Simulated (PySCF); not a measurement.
GeH6O2Si, SMILES [OH][GeH2][O][SiH3]. Atoms are numbered in the order given.

```xyz
10

O      1.8387     0.2623     0.5143
Ge     0.5862    -0.7795    -0.1824
O     -0.8435     0.2113    -0.5276
Si    -1.7246     1.3156     0.3458
H      2.1660     0.9273    -0.1011
H      1.0046    -1.3625    -1.5388
H      0.2700    -1.7946     0.9191
H     -3.0753     1.4285    -0.2754
H     -1.0688     2.6589     0.3271
H     -1.8717     0.8776     1.7695
```

Geometry: PBE0-D3(BJ)/def2-SVP. The structure was generated by enumeration, and PubChem lists no compound with its InChIKey, so it may never have been made. One conformer was computed; it need not be the lowest.

Two levels are set side by side: PBE/pcSseg-1 (PySCF) and HF/pcSseg-1 (PySCF). GIAO shifts against GeH4 (⁷³Ge), H2O (¹⁷O), TMS (²⁹Si), TMS (¹H) at the same level; non-relativistic, no solvent, atoms listed together averaged. Differences are taken from unrounded values.

```tsv
quantity	PBE
δ(¹⁷O) of O1 (ppm)	68.2
δ(⁷³Ge) of Ge2 (ppm)	356.8
δ(¹⁷O) of O3 (ppm)	56.9
δ(²⁹Si) of Si4 (ppm)	-35.8
δ(¹H) of H5 (ppm)	1.68
δ(¹H) of H8, H9, H10 (ppm)	5.55
```

### Question
These are the PBE values. What does HF give? (Estimate from the structure and the level; the computed values follow.)

### Answer

```json
[
 {"quantity": "δ(¹⁷O) of O1 (ppm)", "HF": "18.2", "PBE minus HF": "50.0"},
 {"quantity": "δ(⁷³Ge) of Ge2 (ppm)", "HF": "245.6", "PBE minus HF": "111.2"},
 {"quantity": "δ(¹⁷O) of O3 (ppm)", "HF": "5.5", "PBE minus HF": "51.4"},
 {"quantity": "δ(²⁹Si) of Si4 (ppm)", "HF": "-41.5", "PBE minus HF": "5.6"},
 {"quantity": "δ(¹H) of H5 (ppm)", "HF": "1.65", "PBE minus HF": "0.03"},
 {"quantity": "δ(¹H) of H8, H9, H10 (ppm)", "HF": "4.78", "PBE minus HF": "0.77"}
]
```

Rough cost on one machine, each run with all the roots and properties that it gave: HF against PBE within a factor of 2.
